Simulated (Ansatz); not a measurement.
CH7AlFNSi can be A, `C[N]([SiH3])[AlH][F]`, or B, `[CH3][Al]([F])[NH][SiH3]`.

Isolated molecules relaxed with PBE0-D4/def2-TZVP in Ansatz; ΔE leaves out vibrations. CBS: MP2 limit from def2 TZ/QZ plus the TZ coupled-cluster correction, frozen cores. Functionals use def2-TZVPP. B3LYP here is the variant with VWN-RPA as its local correlation; programs differ in this. One conformer a species, not always the lowest.

Problem. Which is lower in electronic energy at CCSD(T)/CBS, and by how much? (Estimate.)

Solution. Ansatz gave: B, by 96.6 kJ/mol.

Problem. Give E(B) − E(A) in kJ/mol with MP2/def2-TZVPP, ωB97M-V, B3LYP-D4, CCSD(T)/def2-TZVPP, CCSD/def2-TZVPP, HF/def2-TZVPP, B2PLYP. (An estimate is asked.)

Solution. The calculation gave: MP2/def2-TZVPP -96.2, ωB97M-V -96.5, B3LYP-D4 -92.9, CCSD(T)/def2-TZVPP -93.6, CCSD/def2-TZVPP -94.3, HF/def2-TZVPP -92.4, B2PLYP -96.3. None reverses the order clearly.

Largest T1 diagnostic: 0.012.

The D4 term adds +4.2 kJ/mol with B3LYP and +2.0 kJ/mol with PBE0; it sums over pairs of atoms, weighted by their polarisabilities, and B3LYP, whose exchange is more repulsive, gets the larger term.
